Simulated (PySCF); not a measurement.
C$_{3}$H$_{8}$Si, triplet, at the geometry of the source list (a higher spin typed on purpose: for a closed-shell molecule this is an excited state); BP86/6-31G (PySCF).

The PySCF input:
```python
from pyscf import gto, scf, dft

mol = gto.M(
    atom='''
C     0.73080000    0.28530000    0.78140000
C     0.81290000   -0.81900000   -0.29210000
Si   -0.98180000   -0.45530000   -0.84250000
C    -0.56640000    0.99130000    0.33690000
H     1.60120000    0.94110000    0.80280000
H     0.61410000   -0.14870000    1.77440000
H     1.56060000   -0.59170000   -1.05070000
H     1.04610000   -1.80480000    0.10510000
H    -1.98680000   -1.39520000   -0.34160000
H    -1.21750000   -0.14490000   -2.25260000
H    -0.36160000    1.93100000   -0.17410000
H    -1.25170000    1.21090000    1.15310000
''',
    basis='6-31g',
    spin=2,
    verbose=4,
)

mf = dft.UKS(mol)
mf.xc = 'bp86'
mf.kernel()
mf.analyze()
```

What the program printed (banner, timings and long lists left out):

```
PySCF version 2.14.0

[INPUT] verbose = 4
[INPUT] num. atoms = 12
[INPUT] num. electrons = 40
[INPUT] charge = 0
[INPUT] spin (= nelec alpha-beta = 2S) = 2
[INPUT] symmetry False subgroup None
[INPUT] Mole.unit = angstrom
[INPUT] Symbol           X                Y                Z      unit          X                Y                Z       unit  Magmom
[...]
nuclear repulsion = 167.81887166142
number of shells = 38
number of NR pGTOs = 144
number of NR cGTOs = 56
basis = 6-31g
ecp = {}

******** <class 'pyscf.dft.uks.UKS'> ********
method = UKS
initial guess = minao
damping factor = 0
level_shift factor = 0
DIIS = <class 'pyscf.scf.diis.CDIIS'>
diis_start_cycle = 1
diis_space = 8
diis_damp = 0
SCF conv_tol = 1e-09
SCF conv_tol_grad = None
SCF max_cycles = 50
direct_scf = True
direct_scf_tol = 1e-13
number electrons alpha = 21  beta = 19
XC library pyscf.dft.libxc version 7.1.2
    S. Lehtola, C. Steigemann, M. J. T. Oliveira, and M. A. L. Marques,  SoftwareX 7, 1–5 (2018)
XC functionals = bp86
    A. D. Becke,  Phys. Rev. A 38, 3098 (1988)
    J. P. Perdew,  Phys. Rev. B 33, 8822 (1986)
    J. P. Perdew,  Phys. Rev. B 34, 7406–7406 (1986)
radial grids:
    Treutler-Ahlrichs [JCP 102, 346 (1995); DOI:10.1063/1.469408] (M4) radial grids

becke partition: Becke, JCP 88, 2547 (1988); DOI:10.1063/1.454033
pruning grids: <function nwchem_prune>
grids dens level: 3
symmetrized grids: False
atomic radii adjust function: <function treutler_atomic_radii_adjust>
small_rho_cutoff = 0
Set gradient conv threshold to 3.16228e-05
tot grids = 140000
init E= -408.681233538309

cycle= 1 E= -408.256496763963  delta_E= 0.425  |g|= 0.295  |ddm|= 3.29

cycle= 2 E= -408.17596537822  delta_E= 0.0805  |g|= 0.477  |ddm|= 1.48

cycle= 3 E= -408.308560883658  delta_E= -0.133  |g|= 0.0718  |ddm|= 0.848

cycle= 4 E= -408.268305735946  delta_E= 0.0403  |g|= 0.236  |ddm|= 0.976

cycle= 5 E= -408.311642269069  delta_E= -0.0433  |g|= 0.043  |ddm|= 0.709

cycle= 6 E= -408.312739280423  delta_E= -0.0011  |g|= 0.0232  |ddm|= 0.208

cycle= 7 E= -408.313060129328  delta_E= -0.000321  |g|= 0.0127  |ddm|= 0.111

cycle= 8 E= -408.313143364919  delta_E= -8.32e-05  |g|= 0.00705  |ddm|= 0.0192

cycle= 9 E= -408.313174029688  delta_E= -3.07e-05  |g|= 0.00346  |ddm|= 0.0159

cycle= 10 E= -408.313183103478  delta_E= -9.07e-06  |g|= 0.000741  |ddm|= 0.011

cycle= 11 E= -408.313183204841  delta_E= -1.01e-07  |g|= 0.000607  |ddm|= 0.00144

[...]
SCF not converged.
Total Energy =                        -408.313183470650984
[...]
spin_pop of  2 Si 3pz       0.06850
spin_pop of  2 Si 4px       0.03099
spin_pop of  2 Si 4py       0.05350
spin_pop of  2 Si 4pz       0.00614
spin_pop of  3 C 1s       -0.00000
spin_pop of  3 C 2s        0.10046
spin_pop of  3 C 3s        0.00522
spin_pop of  3 C 2px       0.01808
spin_pop of  3 C 2py       0.25505
spin_pop of  3 C 2pz       0.13019
spin_pop of  3 C 3px       0.00020
spin_pop of  3 C 3py       0.00510
spin_pop of  3 C 3pz       0.00194
spin_pop of  4 H 1s       -0.00142
spin_pop of  4 H 2s       -0.00002
spin_pop of  5 H 1s       -0.00059
spin_pop of  5 H 2s       -0.00001
spin_pop of  6 H 1s        0.00704
spin_pop of  6 H 2s        0.00063
spin_pop of  7 H 1s        0.02040
spin_pop of  7 H 2s        0.00092
spin_pop of  8 H 1s       -0.02698
spin_pop of  8 H 2s        0.00023
spin_pop of  9 H 1s       -0.02812
spin_pop of  9 H 2s        0.00024
spin_pop of  10 H 1s        0.00701
spin_pop of  10 H 2s        0.00063
spin_pop of  11 H 1s        0.02042
spin_pop of  11 H 2s        0.00092
 ** Mulliken Spin Density (per atom)  **
spin density of  0 C =      0.01615
spin density of  1 C =      0.51669
spin density of  2 Si =      0.94960
spin density of  3 C =      0.51625
spin density of  4 H =     -0.00144
spin density of  5 H =     -0.00060
spin density of  6 H =      0.00768
spin density of  7 H =      0.02132
spin density of  8 H =     -0.02675
spin density of  9 H =     -0.02788
spin density of  10 H =      0.00765
spin density of  11 H =      0.02134
 ** Mulliken pop alpha/beta on meta-lowdin orthogonal AOs **
 ** Mulliken pop       alpha | beta **
In total            21.00000 | 19.00000
 ** Mulliken atomic charges   ( Nelec_alpha | Nelec_beta ) **
charge of  0C =     -0.20960  (     3.11287      3.09673 )
charge of  1C =     -0.35915  (     3.43792      2.92123 )
charge of  2Si =      0.11709  (     7.41625      6.46666 )
charge of  3C =     -0.35957  (     3.43791      2.92166 )
charge of  4H =      0.11535  (     0.44161      0.44305 )
charge of  5H =      0.11805  (     0.44067      0.44127 )
charge of  6H =      0.14997  (     0.42885      0.42118 )
charge of  7H =      0.15979  (     0.43077      0.40945 )
charge of  8H =     -0.02239  (     0.49782      0.52457 )
charge of  9H =     -0.01929  (     0.49570      0.52358 )
charge of  10H =      0.14994  (     0.42885      0.42120 )
charge of  11H =      0.15980  (     0.43077      0.40943 )
Dipole moment(X, Y, Z, Debye):  2.82824,  1.37667,  2.22955
```

The run did not converge; its last values are not results.
